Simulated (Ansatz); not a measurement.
Cl₂W, SMILES [W]([Cl])[Cl] (connectivity only; charge and spin as stated), neutral, multiplicity 5.

The structure is a stationary point at B3LYP-D3(BJ)/def2-TZVP. The spin state was assumed, not searched. The def2 effective core potentials stand for the cores of W; spin–orbit coupling is left out.

Two levels are set side by side: PBE/def2-TZVPD (Ansatz, a quantum-chemistry and plane-wave program) and PBE0/def2-TZVPD (Ansatz). Energy differences of separate SCF runs at the same geometry; the states with an electron removed or added have multiplicity 4 and 6. Differences are taken from unrounded values.

| quantity | PBE0 | PBE | PBE minus PBE0 |
|---|---|---|---|
| vertical ionisation energy (eV) | 8.37 | 8.06 | -0.31 |
| vertical electron affinity (eV) | 1.52 | 1.43 | -0.09 |
